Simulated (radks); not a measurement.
Valence configurations of Tm (all share [Xe]). Calculated with a radial shooting solver on a logarithmic mesh with Libxc functionals: scalar-relativistic Kohn-Sham, PBE, spin-polarised, spherical densities, point nucleus; open shells are filled with parallel spins first (spin-orbit coupling, left out, can overturn this in heavy ions). Energies are relative to 4f13 6s2; eigenvalues in eV for spin up.

| valence | E (eV) | moment (Bohr magnetons) | e(4f) | e(5d) | e(6p) | e(6s) |
|---|---|---|---|---|---|---|
| 4f13 6s2 | 0.000 | 1 | -3.468 | - | - | -3.888 |
| 4f11 5d2 6s2 | 12.971 | 5 | -17.592 | -3.511 | - | -5.139 |
| 4f13 5d1 6s1 | 2.591 | 3 | -2.895 | -0.985 | - | -4.201 |
| 4f12.5 5d0.5 6s2 | 1.501 | 2 | -6.821 | -1.548 | - | -4.355 |
| 4f12.5 6s2 6p0.5 | 1.698 | 2 | -8.243 | - | -1.812 | -5.002 |
| 4f12 5d1 6s2 | 4.121 | 3 | -10.268 | -2.221 | - | -4.682 |
| 4f12 6s2 6p1 | 5.366 | 3 | -13.459 | - | -2.416 | -6.041 |
| 4f13 5d0.5 6s1.5 | 1.409 | 2 | -3.183 | -0.921 | - | -4.071 |

NIST lists [Xe] 4f13 6s2 as the ground configuration; this level of theory agrees among the configurations tried. The energies are those of spherical high-spin densities, not of single terms. No valid solution was reached for [Xe] 4f14 6s1; [Xe] 4f14 6p1.
